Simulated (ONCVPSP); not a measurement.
tellurium (Te) ONCV: all-electron and pseudo phase curves

ONCVPSP 4.0.1 input, shortened (lines: element, Z, core and valence counts, functional; n l f; lmax; l rc ep ncon nbas qcut; lloc lpopt rc5 dvloc0; l nproj debl; icmod fcfact rcfact), LDA (Perdew-Wang 92), scalar-relativistic:

```
  Te 52.00    6    5  -001012      upf
    1    0    2.00
    2    0    2.00
    2    1    6.00
    3    0    2.00
    3    1    6.00
    3    2   10.00
    4    0    2.00
    4    1    6.00
    4    2   10.00
    5    0    2.00
    5    1    4.00
    2
    0    1.20    0.00    3    7    8.90
    1    1.10    0.00    3    8   14.40
    2    1.55    0.00    3    8   11.00
    4    5    0.80   -1.00
    0    2    0.50
    1    2    2.90
    2    2    2.00
    3    3.00    1.75
```

The phase is arctan(r·R′/R) of the radial function R(r), unwrapped; energies in Ha, scanned from -8 to 5 Ha. A pole is an energy at which the radial function vanishes at the test radius. The pseudo phase is shifted by a multiple of π to meet the all-electron one at the reference energy, and phase errors are pseudo minus all-electron; the curves can meet again beyond the range given. Levels narrower than the energy grid can be missing from the lists of poles.

```csv
channel,radius (bohr),reference energy (Ha),"poles, all-electron","poles, pseudo",unbroken range about the reference energy with phases within 0.05 rad,phase error 1 Ha above the reference energy (rad)
s,1.22,-0.56,-5.07,"-5.07, 4.44",below 2.7,-0.001
p,1.12,-0.22,-2.06,-2.06,the whole range,-0.000
d,1.57,-1.53,-1.02,-1.02,the whole range,+0.000
```

Note: no bound ghost flagged; GHOST(+) flagged for s at 126.9 eV.

Phases in the p channel:

```json
{"E (Ha)": "-7.96", "all-electron": "0.971", "pseudo": "0.971"}
{"E (Ha)": "-7.60", "all-electron": "0.893", "pseudo": "0.892"}
{"E (Ha)": "-7.24", "all-electron": "0.786", "pseudo": "0.786"}
{"E (Ha)": "-6.88", "all-electron": "0.635", "pseudo": "0.635"}
{"E (Ha)": "-6.52", "all-electron": "0.417", "pseudo": "0.417"}
{"E (Ha)": "-6.16", "all-electron": "0.112", "pseudo": "0.112"}
{"E (Ha)": "-5.80", "all-electron": "-0.260", "pseudo": "-0.260"}
{"E (Ha)": "-5.44", "all-electron": "-0.615", "pseudo": "-0.616"}
{"E (Ha)": "-5.08", "all-electron": "-0.889", "pseudo": "-0.889"}
{"E (Ha)": "-4.72", "all-electron": "-1.081", "pseudo": "-1.081"}
{"E (Ha)": "-4.36", "all-electron": "-1.215", "pseudo": "-1.215"}
{"E (Ha)": "-4.00", "all-electron": "-1.312", "pseudo": "-1.312"}
{"E (Ha)": "-3.64", "all-electron": "-1.385", "pseudo": "-1.385"}
{"E (Ha)": "-3.28", "all-electron": "-1.442", "pseudo": "-1.442"}
{"E (Ha)": "-2.92", "all-electron": "-1.488", "pseudo": "-1.488"}
{"E (Ha)": "-2.56", "all-electron": "-1.526", "pseudo": "-1.526"}
{"E (Ha)": "-2.20", "all-electron": "-1.559", "pseudo": "-1.559"}
{"E (Ha)": "-1.84", "all-electron": "-1.589", "pseudo": "-1.589"}
{"E (Ha)": "-1.48", "all-electron": "-1.615", "pseudo": "-1.615"}
{"E (Ha)": "-1.12", "all-electron": "-1.639", "pseudo": "-1.639"}
{"E (Ha)": "-0.76", "all-electron": "-1.663", "pseudo": "-1.663"}
{"E (Ha)": "-0.40", "all-electron": "-1.685", "pseudo": "-1.685"}
{"E (Ha)": "-0.04", "all-electron": "-1.707", "pseudo": "-1.707"}
{"E (Ha)": "0.32", "all-electron": "-1.729", "pseudo": "-1.729"}
{"E (Ha)": "0.68", "all-electron": "-1.752", "pseudo": "-1.752"}
{"E (Ha)": "1.04", "all-electron": "-1.776", "pseudo": "-1.776"}
{"E (Ha)": "1.40", "all-electron": "-1.801", "pseudo": "-1.801"}
{"E (Ha)": "1.76", "all-electron": "-1.828", "pseudo": "-1.828"}
{"E (Ha)": "2.12", "all-electron": "-1.858", "pseudo": "-1.858"}
{"E (Ha)": "2.48", "all-electron": "-1.892", "pseudo": "-1.892"}
{"E (Ha)": "2.84", "all-electron": "-1.930", "pseudo": "-1.931"}
{"E (Ha)": "3.20", "all-electron": "-1.975", "pseudo": "-1.976"}
{"E (Ha)": "3.56", "all-electron": "-2.029", "pseudo": "-2.029"}
{"E (Ha)": "3.92", "all-electron": "-2.093", "pseudo": "-2.095"}
{"E (Ha)": "4.28", "all-electron": "-2.174", "pseudo": "-2.176"}
{"E (Ha)": "4.64", "all-electron": "-2.276", "pseudo": "-2.280"}
{"E (Ha)": "5.00", "all-electron": "-2.408", "pseudo": "-2.414"}
```
